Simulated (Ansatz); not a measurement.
`[OH][W]([OH])([OH])([OH])([Cl])[Cl]` + HCl → `[OH][W]([OH])([OH])([Cl])([Cl])[Cl]` + H₂O  (ligand exchange at a W–O bond)

Program: Ansatz. Geometries: PBE0-D4/def2-TZVP. ΔE: electronic, gas phase. CBS: MP2 limit from def2 TZ/QZ plus the TZ coupled-cluster correction, frozen cores. This one scheme is used for every species. DFT in def2-TZVPP. def2 core potentials past Kr. For W outer-core shells are correlated without core-valence functions, which leaves a few kJ/mol of doubt a bond. Each species was taken in one conformer, which may not be the lowest.

`[OH][W]([OH])([OH])([OH])([Cl])[Cl]`:

```xyz
11

O    -0.211    0.309   -1.888
W    -0.093   -0.008   -0.042
O    -1.655   -0.974    0.204
O     0.842   -1.588   -0.413
O     1.531    0.861    0.289
Cl   -1.239    2.066    0.088
Cl   -0.109   -0.080    2.362
H    -0.640    1.110   -2.206
H    -2.046   -1.223    1.047
H     1.785   -1.591   -0.605
H     1.836    1.116    1.164
```

HCl:

```xyz
2

Cl    0.141    0.144   -0.607
H    -0.141   -0.144    0.607
```

`[OH][W]([OH])([OH])([Cl])([Cl])[Cl]`:

Cartesian coordinates in Å:
```
O -1.625 0.894 -0.517
W 0.007 0.153 -0.023
O 0.654 -0.258 -1.713
O -0.153 0.318 1.818
Cl 1.932 -1.104 0.622
Cl -1.228 -1.857 0.022
Cl 0.980 2.229 -0.139
H -2.455 0.421 -0.630
H 1.448 -0.757 -1.923
H 0.441 -0.038 2.485
```

H₂O:

```xyz
3

O    -0.135    0.336   -0.142
H     0.418    0.209    0.632
H    -0.283   -0.545   -0.490
```

Is it downhill or uphill in electronic energy at CCSD(T)/CBS, and by how much? (Estimate.)

Ansatz gave: Nearly level: ΔE = -1.0 kJ/mol.

What do these levels give: PBE0-D4, r2SCAN0-D4, ωB97M-V, PBE, BLYP, PBE0, r2SCAN0, BHLYP, LC-ωPBE, HF/def2-TZVPP, MP2/def2-TZVPP, CCSD(T)/def2-TZVPP? (An estimate is asked.)

Computed: PBE0-D4 -3.8, r2SCAN0-D4 -0.3, ωB97M-V 6.1, PBE -1.8, BLYP 3.5, PBE0 -1.2, r2SCAN0 0.6, BHLYP 6.5, LC-ωPBE 13.4, HF/def2-TZVPP 13.1, MP2/def2-TZVPP -7.1, CCSD(T)/def2-TZVPP 4.7 kJ/mol.

What do rigid-rotor, harmonic-oscillator terms from PBE0-D4/def2-TZVP frequencies (298.15 K, 1 bar) make of the CCSD(T)/CBS value? (An estimate is asked.)

Ansatz gave: ΔZPE = +4.9 kJ/mol, ΔH = +5.6 kJ/mol, ΔS = 10 J/(mol·K), ΔG = +2.7 kJ/mol.

Largest T1 diagnostic among the species: 0.022, so the coupled-cluster value is less sure than usual.

Leaving LDA and LC-ωPBE aside and taking each functional with its dispersion term where it has one, the values, not all of them listed here, spread over 15.8 kJ/mol, from revPBE-D4 to ωB97X-V. The D4 term adds −4.9 kJ/mol with B3LYP and −2.6 kJ/mol with PBE0; it sums over pairs of atoms, weighted by their polarisabilities, and B3LYP, whose exchange is more repulsive, gets the larger term. At CCSD(T), def2-SVP lies +12.5 kJ/mol from the extrapolated value and def2-TZVPP +5.7 kJ/mol.

B3LYP here is the variant with VWN-RPA as its local correlation; programs differ in this.
